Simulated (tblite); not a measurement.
Isomers of C4H6O3S. Method: GFN2-xTB as coded in tblite; computed harmonic values from a numerical Hessian at the method's own geometry, unscaled. This tight-binding method is rough: wavenumbers can miss measured ones by several per cent, in bad cases by 10 to 20. One conformer each.

Electronic energies: GFN2-xTB at the same geometries; isomer energies are rough at this level and their order can be wrong.

```tsv
SMILES	electronic energy, lowest = 0 (kJ/mol)
O=S(=O)(O)C1=CCC1	27.4
C=C([CH+]C)S(=O)(=O)[O-]	86.1
C=C(C(=O)O)[S@](C)=O	0.0
```

Question: How do GFN2-xTB zero-point energies change the relative energies?

Answer: 
```
                  SMILES  ZPE (kJ/mol)  of it from modes above 1550 cm⁻¹  electronic (kJ/mol)  with ZPE, lowest = 0 (kJ/mol)  lowest mode (cm⁻¹)  rings
    C=C(C(=O)O)[S@](C)=O         251.6                             133.3                  0.0                            0.0                  42      0
       O=S(=O)(O)C1=CCC1         256.9                             122.6                 27.4                           32.7                  30      1
C=C([CH+]C)S(=O)(=O)[O-]         251.8                             121.9                 86.1                           86.3                  62      0
```

The zero-point energies span 5.3 kJ/mol, from `C=C(C(=O)O)[S@](C)=O` to `O=S(=O)(O)C1=CCC1`. The order is unchanged.

Question: What do entropy and thermal enthalpy add at 298.15 K and 1 bar (rigid rotor, harmonic oscillator, one conformer each)?

Answer: 
```json
{"SMILES": "C=C(C(=O)O)[S@](C)=O", "point group": "C1", "symmetry number": "1", "S (J/(mol K))": "402.6", "H − H(0) (kJ/mol)": "27.45", "ZPE + H − H(0) − TS (kJ/mol)": "159.0"}
{"SMILES": "O=S(=O)(O)C1=CCC1", "point group": "C1", "symmetry number": "1", "S (J/(mol K))": "388.7", "H − H(0) (kJ/mol)": "25.28", "ZPE + H − H(0) − TS (kJ/mol)": "166.3"}
{"SMILES": "C=C([CH+]C)S(=O)(=O)[O-]", "point group": "C1", "symmetry number": "1", "S (J/(mol K))": "394.8", "H − H(0) (kJ/mol)": "27.30", "ZPE + H − H(0) − TS (kJ/mol)": "161.4"}
```
